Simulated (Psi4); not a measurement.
H3Ga, singlet, geometry from GFN2-xTB (such geometries of metal compounds can be far from the true shape); HF/def2-TZVP (Psi4).

The Psi4 input:
```
memory 2 GB

molecule {
0 1
  Ga    0.00000000   -0.00000000    0.00000000
  H     0.66218224   -0.42756453    1.35383279
  H    -0.30059287    1.51137788   -0.28202977
  H    -0.36158937   -1.08381336   -1.07180302
}

set basis def2-tzvp

energy('scf')
print_variables()
```

Predict the main parts of the log of this Psi4 run.


```
   => Loading Basis Set <=

    Name: DEF2-TZVP
    Role: ORBITAL
    Keyword: BASIS

         ---------------------------------------------------------
                                   SCF
               by Justin Turney, Rob Parrish, Andy Simmonett
                          and Daniel G. A. Smith
                              RHF Reference
         ---------------------------------------------------------

  ==> Geometry <==

    Molecular point group: cs
    Full point group: C1

    Geometry (in Angstrom), charge = 0, multiplicity = 1:

       Center              X                  Y                   Z               Mass
    ------------   -----------------  -----------------  -----------------  -----------------
         GA           0.000000000000     0.000000000139     0.000000000000    68.925573500000
         H           -1.506441161274    -0.429877886223     0.000000000000     1.007825032230
         H            0.380935410334     1.519555255459     0.000000000000     1.007825032230
         H            1.125505750940    -1.089677378763     0.000000000000     1.007825032230

  Running in cs symmetry.

  Rotational constants: A =      4.54378  B =      4.54378  C =      2.27189 [cm^-1]
  Rotational constants: A = 136219.07661  B = 136219.07586  C =  68109.53812 [MHz]
  Nuclear repulsion =   31.999753863937858

  Charge       = 0
  Multiplicity = 1
  Electrons    = 34
  Nalpha       = 17
  Nbeta        = 17

  ==> Algorithm <==

  SCF Algorithm Type is DF.
  DIIS enabled.
  MOM disabled.
  Fractional occupation disabled.
  Guess Type is SAD.
  Energy threshold   = 1.00e-06
  Density threshold  = 1.00e-06
  Integral threshold = 1.00e-12

  ==> Primary Basis <==

  Basis Set: DEF2-TZVP
    Blend: DEF2-TZVP
    Number of shells: 28
    Number of basis functions: 66
    Number of Cartesian functions: 73
    Spherical Harmonics?: true
    Max angular momentum: 3

   => Loading Basis Set <=

    Name: (DEF2-TZVP AUX)
    Role: JKFIT
    Keyword: DF_BASIS_SCF

  ==> Integral Setup <==

  SCF_SUBTYPE=INCORE selected. In-core MEM_DF algorithm will be used.
  Using in-core AOs.

  ==> MemDFJK: Density-Fitted J/K Matrices <==

    J tasked:                   Yes
    K tasked:                   Yes
    wK tasked:                   No
    Algorithm:                 Core
    Schwarz Cutoff:           1E-12
    Mask sparsity (%):       0.0000
    Fitting Condition:        1E-10

   => Auxiliary Basis Set <=

  Basis Set: (DEF2-TZVP AUX)
    Blend: DEF2-UNIVERSAL-JKFIT
    Number of shells: 78
    Number of basis functions: 320
    Number of Cartesian functions: 431
    Spherical Harmonics?: true
    Max angular momentum: 5

  Minimum eigenvalue in the overlap matrix is 9.5987055772E-03.
  Reciprocal condition number of the overlap matrix is 2.1540673336E-03.
    Using symmetric orthogonalization.

  ==> Pre-Iterations <==

  SCF Guess: Superposition of Atomic Densities via on-the-fly atomic UHF (no occupation information).

   -------------------------
    Irrep   Nso     Nmo
   -------------------------
     A'        47      47
     A"        19      19
   -------------------------
    Total      66      66
   -------------------------

  ==> Iterations <==

                           Total Energy        Delta E     RMS |[F,P]|

   @DF-RHF iter SAD: -1920.67641737534245   -1.92068e+03   0.00000e+00
   @DF-RHF iter   1: -1923.35049611166073   -2.67408e+00   5.83954e-02 ADIIS/DIIS
   @DF-RHF iter   2: -1922.76646131963844    5.84035e-01   7.71069e-02 ADIIS/DIIS
   @DF-RHF iter   3: -1924.95502404109402   -2.18856e+00   1.88969e-03 ADIIS/DIIS
   @DF-RHF iter   4: -1924.96271468120744   -7.69064e-03   4.65639e-04 ADIIS/DIIS
   @DF-RHF iter   5: -1924.96307329814704   -3.58617e-04   1.24605e-04 ADIIS/DIIS
   @DF-RHF iter   6: -1924.96309108494847   -1.77868e-05   1.00376e-05 DIIS
   @DF-RHF iter   7: -1924.96309133212412   -2.47176e-07   1.94000e-06 DIIS
   @DF-RHF iter   8: -1924.96309134134049   -9.21636e-09   1.56831e-07 DIIS
  Energy and wave function converged.

  ==> Post-Iterations <==

    Orbital Energies [Eh]
    ---------------------

    Doubly Occupied:

[...]
    Virtual:

[...]
      47Ap     5.530716

    Final Occupation by Irrep:
             Ap   App
    DOCC [    13,    4 ]
    NA   [    13,    4 ]
    NB   [    13,    4 ]

  @DF-RHF Final Energy: -1924.96309134134049

   => Energetics <=

    Nuclear Repulsion Energy =             31.9997538639378583
    One-Electron Energy =               -2750.4156268775150238
    Two-Electron Energy =                 793.4527816722370517
    Total Energy =                      -1924.9630913413402595

Computation Completed

Properties will be evaluated at   0.000000,   0.000000,   0.000000 [a0]

Properties computed using the SCF density matrix

 Multipole Moments:

 ------------------------------------------------------------------------------------
     Multipole            Electronic (a.u.)      Nuclear  (a.u.)        Total (a.u.)
 ------------------------------------------------------------------------------------

 L = 1.  Multiply by 2.5417464519 to convert [e a0] to [Debye]
 Dipole X            :         -0.0000000           -0.0000000           -0.0000000
 Dipole Y            :          0.0000000           -0.0000000            0.0000000
 Dipole Z            :          0.0000000            0.0000000            0.0000000
 Magnitude           :                                                    0.0000000

 ------------------------------------------------------------------------------------

  Variable Map:
  ----------------------------------------------------------------------------
[...]
  Array Variable Map:
  ----------------------------------------------------------------------------
[...]
[...]
```
